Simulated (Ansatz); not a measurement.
BeF2 (SMILES [F][Be][F]), charge 0, multiplicity 1, relaxed at each level with Ansatz (a program for electronic structure); harmonic frequencies from differences of analytic forces, average atomic masses, frozen cores.

```tsv
level	harmonic frequencies (cm⁻¹)	ZPE (eV)	cost over HF/def2-TZVPP (rough)
HF/def2-TZVPP	361 361 758 1638	0.193	×1
r2SCAN/def2-TZVPP	343 343 718 1561	0.184	×2
B3LYP/def2-TZVPP	345 345 719 1559	0.184	×2
PBE0/def2-TZVPP	344 344 725 1572	0.185	×2
MP2/cc-pVTZ	335 335 721 1572	0.184	×2
CCSD(T)/cc-pVQZ	341 341 729 1585	0.186	×300
```

Measured: fundamentals as far as tabulated 769, 1555, 343 cm⁻¹ [NIST CCCBDB]. Measured modes stand in the spectroscopists' order.
